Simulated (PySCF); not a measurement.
Several molecules and their computed UV-vis stick spectra, shuffled. The calculation used PySCF 2.14.0, density-fitted response routines, TDDFT CAM-B3LYP/def2-SVPD, vertical, gas phase, core orbitals frozen in the response. Geometries: PBE0-D3(BJ)/def2-SVP; one conformer of each isolated species. Triplets are in the Tamm–Dancoff approximation. Atoms past krypton carry core potentials; spin–orbit coupling is left out.

A. `C=C[P@H](=[Se])CC`
B. `ClC(Cl)(Cl)[SiH]1N[SiH2]N1`
C. `C[N]=[W]([CH3])([CH3])([CH3])[CH3]`
D. `CN(C)[Te]N(C)C`

Lowest singlet levels (six at most, fewer where fewer were computed) with oscillator strengths:

1. 203 nm (f 0.025); 202 nm (f 0.015); 200 nm (f 0.001); 189 nm (f 0.000); 184 nm (f 0.000); 183 nm (f 0.003); T1 5.61 eV
2. 266 nm (f 0.000); 261 nm (f 0.008); 248 nm (f 0.018); 245 nm (f 0.022); 220 nm (f 0.014); 213 nm (f 0.051); T1 4.26 eV
3. 301 nm (f 0.000); 283 nm (f 0.001); 264 nm (f 0.004); 263 nm (f 0.043); 226 nm (f 0.010); 217 nm (f 0.108); T1 3.52 eV
4. 401 nm (f 0.011); 358 nm (f 0.005); 289 nm (f 0.012); 268 nm (f 0.012); 254 nm (f 0.017); 249 nm (f 0.002); T1 2.81 eV

Question: Match each spectrum to its molecule.

Answer: 1 = B, 2 = A, 3 = D, 4 = C.
- A: S1 at 4.67 eV, HOMO-1→LUMO (96%); Löwdin shares by element: HOMO selenium 77%, phosphorus 15%; LUMO carbon 64% or more, phosphorus 10%, hydrogen 6% or more (atoms not listed hold the other 21%); HOMO -7.32 and LUMO 0.16 eV.
- B: S1 at 6.11 eV, HOMO→LUMO+1 (91%); Löwdin shares by element: HOMO nitrogen 78%, silicon 12%; LUMO chlorine 74%, carbon 22%; HOMO -9.09 and LUMO 0.27 eV.
- C: S1 at 3.09 eV, HOMO→LUMO (98%); for S1 the Löwdin share of tungsten is 13% in HOMO and 66% in LUMO (ligand-to-metal charge transfer by this measure); HOMO -7.96 and LUMO -1.01 eV.
- D: S1 at 4.11 eV, HOMO→LUMO+1 (91%); Löwdin shares by element: HOMO tellurium 76%, nitrogen 10%; LUMO tellurium 67%, nitrogen 22%; HOMO -7.26 and LUMO 0.44 eV; point group C2v, 1 of its 6 listed states under f = 0.0005.

Without π bonds the low states are Rydberg-like; a valence basis with one diffuse set may place them up to an eV too high.
